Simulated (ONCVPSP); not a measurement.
## An all-electron radial function and its pseudo partner (sulfur (S))

Columns: radius, all-electron u(r) and pseudo u(r) of the 2s shell (level -210.79 eV) of sulfur in the configuration [He] 2s2 2p6 3s2 3p4; LDA (Perdew-Zunger), scalar-relativistic, ONCV scheme, ONCVPSP 4.0.1.

```json
{"r (bohr)": "0.047", "all-electron": "-0.6992", "pseudo": "0.2646"}
{"r (bohr)": "0.095", "all-electron": "-0.4228", "pseudo": "0.5253"}
{"r (bohr)": "0.142", "all-electron": "0.1137", "pseudo": "0.7617"}
{"r (bohr)": "0.190", "all-electron": "0.6397", "pseudo": "0.9750"}
{"r (bohr)": "0.237", "all-electron": "1.0364", "pseudo": "1.1484"}
{"r (bohr)": "0.285", "all-electron": "1.3054", "pseudo": "1.2835"}
{"r (bohr)": "0.332", "all-electron": "1.4489", "pseudo": "1.3705"}
{"r (bohr)": "0.380", "all-electron": "1.5013", "pseudo": "1.4132"}
{"r (bohr)": "0.427", "all-electron": "1.4848", "pseudo": "1.4120"}
{"r (bohr)": "0.475", "all-electron": "1.4208", "pseudo": "1.3721"}
{"r (bohr)": "0.522", "all-electron": "1.3292", "pseudo": "1.3021"}
{"r (bohr)": "0.570", "all-electron": "1.2191", "pseudo": "1.2076"}
{"r (bohr)": "0.617", "all-electron": "1.1045", "pseudo": "1.1011"}
{"r (bohr)": "0.665", "all-electron": "0.9872", "pseudo": "0.9866"}
{"r (bohr)": "0.712", "all-electron": "0.8763", "pseudo": "0.8760"}
{"r (bohr)": "0.760", "all-electron": "0.7698", "pseudo": "0.7696"}
{"r (bohr)": "0.807", "all-electron": "0.6739", "pseudo": "0.6737"}
{"r (bohr)": "0.855", "all-electron": "0.5849", "pseudo": "0.5847"}
{"r (bohr)": "0.902", "all-electron": "0.5069", "pseudo": "0.5068"}
{"r (bohr)": "0.950", "all-electron": "0.4362", "pseudo": "0.4361"}
{"r (bohr)": "0.997", "all-electron": "0.3753", "pseudo": "0.3752"}
{"r (bohr)": "1.045", "all-electron": "0.3208", "pseudo": "0.3207"}
{"r (bohr)": "1.092", "all-electron": "0.2745", "pseudo": "0.2744"}
{"r (bohr)": "1.140", "all-electron": "0.2334", "pseudo": "0.2333"}
{"r (bohr)": "1.187", "all-electron": "0.1988", "pseudo": "0.1988"}
{"r (bohr)": "1.235", "all-electron": "0.1684", "pseudo": "0.1684"}
```

(1) How many radial nodes do the two functions have?

(2) At about which radius was the pseudo-wave matched?

(3) Where does each function peak?

(4) Is the pseudo-wave norm-conserving?

Answers

(1) The all-electron 2s function has n − l − 1 = 1; the pseudo-wave has 0, since the states of the same l below it are removed with the core.

(2) 0.70 bohr, where the columns begin to agree (steps of 0.05 bohr).

(3) Outermost all-electron maximum near 0.38 bohr, pseudo maximum near 0.38 bohr (to the table’s step).

(4) Yes: the ONCV scheme keeps the norm inside the radius equal to the all-electron one, which fixes the energy derivative of the logarithmic derivative at the level.
